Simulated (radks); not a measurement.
The numbers below are computed, except where a source is named.
The phosphorus ion P4+, configuration [Ne] 3s1 (the NIST ground configuration).

Code: a radial shooting solver on a logarithmic mesh with Libxc functionals. Model: scalar-relativistic Kohn-Sham, LDA (Slater exchange, VWN5 correlation), spin-polarised, spherical densities, point nucleus; open shells are filled with parallel spins first.

Energy parts (hartree):
part                      energy
total                 -336.73304
kinetic                337.59695
electron-nucleus      -781.40578
Hartree                127.55695
exchange-correlation   -20.48116

Orbitals (lengths in bohr, moments of r in powers of bohr):
| orbital | occ. | eigenvalue (hartree) | <r> |
|---|---|---|---|
| 1s up | 1 | -78.44929 | 0.1039 |
| 1s down | 1 | -78.43892 | 0.1039 |
| 2s up | 1 | -8.42940 | 0.5194 |
| 2s down | 1 | -8.41593 | 0.5186 |
| 2p up | 3 | -6.64972 | 0.4821 |
| 2p down | 3 | -6.63601 | 0.4809 |
| 3s up | 1 | -2.19230 | 1.589 |
| 3s down | 0 | -2.08949 | 1.600 |
| 3p up | 0 | -1.79500 | 1.708 |
| 3p down | 0 | -1.69685 | 1.732 |
| 4s up | 0 | -0.93636 | 3.328 |
| 4s down | 0 | -0.91104 | 3.405 |

The highest occupied level is 3s up at -59.655 eV. Spin moment in Bohr magnetons: 1. The density falls to 0.001 e/bohr^3 at r = 2.74 bohr. For comparison, the ionisation energy in NIST's Atomic Spectra Database is 65.025 eV (measured). In exact Kohn-Sham theory the highest level is minus the ionisation energy, but local and semilocal functionals leave it too shallow, through self-interaction and a potential that decays too fast; potentials with the right tail come closer. Summed over all electrons, <r^2> = 5.288 bohr^2, which gives a Langevin (diamagnetic) susceptibility term of -4.19 x 10^-6 cm^3/mol.
